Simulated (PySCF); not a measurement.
# Electron correlation in Si (silicon, neutral)

[Ne] 3s2 3p2, high-spin 3P determinant. Computed with PySCF 2.14 in dyall-acv3z (19s12p6d4f, 113 functions), with the spin-free X2C one-electron Hamiltonian (Gaussian nucleus). Frozen: 1s2; 12 electrons correlated; the 18 highest virtual orbitals of each spin left out.

| level | correlation energy (mhartree) |
| --- | --- |
| CCSD | -372.35 |
| (T) | -5.95 |
| CCSD(T) | -378.30 |

Diagnostics: T1 = 0.0090, D1 = 0.0343, largest double amplitude 0.068.

Cost of the coupled-cluster step: of the order of 100 core-seconds, for 12 correlated electrons.

Iterations:

```
CC2 = 0
CCSD nocc = (np.int64(7), np.int64(5)), nmo = (94, 94)
frozen orbitals [[0, 95, 96, 97, 98, 99, 100, 101, 102, 103, 104, 105, 106, 107, 108, 109, 110, 111, 112], [0, 95, 96, 97, 98, 99, 100, 101, 102, 103, 104, 105, 106, 107, 108, 109, 110, 111, 112]]
max_cycle = 100
direct = 0
conv_tol = 1e-08
conv_tol_normt = 1e-06
diis_space = 8
diis_start_cycle = 0
Init t2, MP2 energy = -0.354100334732506
Init E_corr(UCCSD) = -0.354100334734069
cycle = 1  E_corr(UCCSD) = -0.366328050922359  dE = -0.0122277162  norm(t1,t2) = 0.0528534
cycle = 2  E_corr(UCCSD) = -0.370387359725037  dE = -0.0040593088  norm(t1,t2) = 0.0200207
cycle = 3  E_corr(UCCSD) = -0.372342877755944  dE = -0.00195551803  norm(t1,t2) = 0.00954168
cycle = 4  E_corr(UCCSD) = -0.372363723250513  dE = -2.08454946e-05  norm(t1,t2) = 0.00189097
cycle = 5  E_corr(UCCSD) = -0.372343607178921  dE = 2.01160716e-05  norm(t1,t2) = 0.00040532
cycle = 6  E_corr(UCCSD) = -0.372353025089404  dE = -9.41791048e-06  norm(t1,t2) = 0.000121113
cycle = 7  E_corr(UCCSD) = -0.372351898620194  dE = 1.12646921e-06  norm(t1,t2) = 2.6102e-05
cycle = 8  E_corr(UCCSD) = -0.372351882035132  dE = 1.65850622e-08  norm(t1,t2) = 4.82545e-06
cycle = 9  E_corr(UCCSD) = -0.37235193650003  dE = -5.44648976e-08  norm(t1,t2) = 1.19965e-06
cycle = 10  E_corr(UCCSD) = -0.372351918561351  dE = 1.79386792e-08  norm(t1,t2) = 2.91648e-07
cycle = 11  E_corr(UCCSD) = -0.372351916762549  dE = 1.79880122e-09  norm(t1,t2) = 9.14356e-08
UCCSD converged
E(UCCSD) = -289.8356356841182  E_corr = -0.3723519167625493
UCCSD(T) correction = -0.00595459689830841
```
